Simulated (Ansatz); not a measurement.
`[OH][SnH]([OH])[OH]` + `BC1[SiH2]S1` → `[BH2][SnH]([OH])[OH]` + `OC1[SiH2]S1`  (redistribution)

Computed with Ansatz on PBE0-D4/def2-TZVP structures; ΔE is electronic, products minus reactants. CCSD(T)/CBS is the MP2 limit (def2-TZVPP, def2-QZVPP) plus CCSD(T) − MP2 in def2-TZVPP, frozen cores. Functionals use def2-TZVPP. B3LYP here is the variant with VWN-RPA as its local correlation; programs differ in this. def2 core potentials past Kr. For Sn outer-core shells are correlated without core-valence functions, which leaves a few kJ/mol of doubt a bond. One conformer a species, not always the lowest.

| level | ΔE (kJ/mol) |
| --- | --- |
| B3LYP-D4 | 167.9 |
| PBE0 | 167.3 |
| B3LYP | 165.0 |
| HF/def2-TZVPP | 162.9 |
| SCS-MP2/def2-TZVPP | 179.2 |
| SCS-MP2/def2-QZVPP | 182.2 |
| HF/CBS(def2) | 164.5 |
| MP2/CBS(def2) | 191.3 |

Task: What does CCSD(T)/CBS give? (Best estimate.)

Result: Ansatz gave: +179.0 kJ/mol. The listed levels differ from it by -11.1, -11.7, -14.0, -16.1, 0.2, 3.2, -14.5, 12.3 kJ/mol.

Largest T1 diagnostic among the species: 0.014.

In def2-TZVPP, CCSD(T) changes the Hartree–Fock value by +11.5 kJ/mol (the triples alone add +3.0 kJ/mol) and MP2 by +23.7 kJ/mol.
